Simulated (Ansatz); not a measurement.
Harmonic frequencies (cm⁻¹) at PBE0-D4/def2-TZVP from Ansatz: 46, 197, 312, 326, 345, 526, 527, 578, 788, 812, 880, 950, 1120, 1198, 1359, 2623, 2736, 3863.

Each molecule was computed in one conformer, which needn't be the lowest.

(1) Which molecule is it?
A. `F[C@@H]1[NH][Ge@@H]1[F]`
B. `[CH2]1[AlH][SiH2]1`
C. `BSB(O)Cl`
D. `N[SiH]1C=N1`

## Answers

(1) C.
